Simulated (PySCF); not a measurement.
# Worked example: oscillator strength and radiative lifetime

Ti(Cl)3(SH) (Cl3HSTi), SMILES [SH][Ti]([Cl])([Cl])[Cl], multiplicity 1.

Coordinates come from a B3LYP-D3(BJ)/def2-SVP optimisation. The multiplicity is an assumed one; no other spin state was optimised. The structure was generated by enumeration; whether it is a known compound was not checked. The values are those of a single conformer.

TDDFT-PBE/def2-SVPD in PySCF puts the first singlet state with f over 0.02 at 3.89 eV (vertical), with the transition dipole (0.365, -0.346, 0.000) in atomic units.

Task: Find the oscillator strength, the wavelength and the radiative lifetime that this transition would have in vacuum if emission retraced absorption.

Result: 
|μ|² = 0.2529 au, so |μ| = 1.28 D. ΔE = 3.89/27.211 = 0.1430 hartree. f = (2/3) ΔE |μ|² = 0.024 (the program prints 0.024).
λ = 1239.84/3.89 = 319 nm; ν = 31375 cm⁻¹.
Einstein's coefficient A = 0.6670 ν² f s⁻¹ (ν in cm⁻¹) = 1.6e7 s⁻¹, so τ = 1/A = 63 ns. This state is S8; the lower singlets have f = 0.002, 0.012, 0.000, 0.003, 0.003, 0.000, 0.007. The figure is the radiative limit of this one transition; relaxation, internal conversion, crossing to triplets and a medium change what is measured.
